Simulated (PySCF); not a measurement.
# A small calculation by hand: oscillator strength and radiative lifetime

BrGaH3N, SMILES [NH2][GaH][Br].

The structure is a stationary point at B3LYP-D3(BJ)/def2-SVP. The structure was generated by enumeration; whether it is a known compound was not checked. The values are those of a single conformer.

TDA-PBE0/def2-SVPD in PySCF puts the first singlet state with f over 0.02 at 6.04 eV (vertical), with the transition dipole (0.306, -0.661, 0.000) in atomic units.

**Question.** Find the oscillator strength, the wavelength and the radiative lifetime that this transition would have in vacuum if emission retraced absorption.

**Answer.** 
|μ|² = 0.5306 au, so |μ| = 1.85 D. ΔE = 6.04/27.211 = 0.2220 hartree. f = (2/3) ΔE |μ|² = 0.079 (the program prints 0.078).
λ = 1239.84/6.04 = 205 nm; ν = 48716 cm⁻¹.
Einstein's coefficient A = 0.6670 ν² f s⁻¹ (ν in cm⁻¹) = 1.2e8 s⁻¹, so τ = 1/A = 8.0 ns. This state is S3; the lower singlets have f = 0.000, 0.009. The figure is the radiative limit of this one transition; relaxation, internal conversion, crossing to triplets and a medium change what is measured.
